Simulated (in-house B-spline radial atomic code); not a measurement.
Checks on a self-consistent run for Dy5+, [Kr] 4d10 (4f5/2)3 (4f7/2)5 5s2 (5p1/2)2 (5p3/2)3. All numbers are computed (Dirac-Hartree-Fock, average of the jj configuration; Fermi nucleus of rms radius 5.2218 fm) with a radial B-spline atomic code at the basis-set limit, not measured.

```tsv
orbital	q	ε (Eh)	<1/r>	<r²>	small-component weight
1s1/2	2	-1991.11868	74.5524	0.000609296	0.060737
2s1/2	2	-338.27728	17.8766	0.00944842	0.013516
2p1/2	2	-321.06141	17.81	0.0068635	0.013523
2p3/2	4	-291.57893	15.6089	0.00808455	0.012484
3s1/2	2	-79.36861	6.54753	0.0623749	0.0043412
3p1/2	2	-71.85741	6.45057	0.0580742	0.0042688
3p3/2	4	-65.62579	5.89382	0.0649242	0.003982
3d3/2	4	-52.88731	5.75953	0.0515751	0.003841
3d5/2	6	-51.56013	5.62078	0.0535219	0.0037562
4s1/2	2	-18.77034	2.71879	0.315255	0.0013643
4p1/2	2	-15.72606	2.61019	0.330889	0.0012853
4p3/2	4	-14.32544	2.42861	0.367228	0.0011896
4d3/2	4	-9.24847	2.20868	0.416356	0.0010161
4d5/2	6	-9.03560	2.16383	0.430164	0.0009898
4f5/2	3	-3.11527	1.71304	0.666636	0.00065431
4f7/2	5	-3.09019	1.69862	0.676289	0.0006458
5s1/2	2	-4.46754	1.06254	1.73866	0.00030082
5p1/2	2	-3.50288	0.966598	2.06536	0.00025589
5p3/2	3	-3.29013	0.911573	2.27807	0.00023582
```

Electron-electron repulsion V_ee = 4334.7386 hartree.

What total energy follows from the eigenvalues?

The eigenvalues count the repulsion twice, so E = Σqε - V_ee = -7821.206 - 4334.739 = -12155.944 hartree; the run printed -12155.944.

Does the Dirac virial theorem hold?

For a point nucleus E = -2c²Σq·w, with w the small-component weight. Here Σq·w = 0.32361 and c = 137.0360, so the ratio E/(-2c²Σq·w) is 1.000155; the finite nucleus accounts for the departure from 1.

What diamagnetic shielding (Lamb formula) and susceptibility (Langevin formula) do the radii give?

σ = (α²/3)Σq<1/r> = 451.863/(3·137.036²) = 8020.8 ppm, and χ = -0.79199×10⁻⁶·Σq<r²> = -22.12×10⁻⁶ cm³/mol with Σq<r²> = 27.925 bohr². Both are non-relativistic formulas without the paramagnetism of open shells; for so heavy an element the full relativistic shielding is larger by tens of per cent.
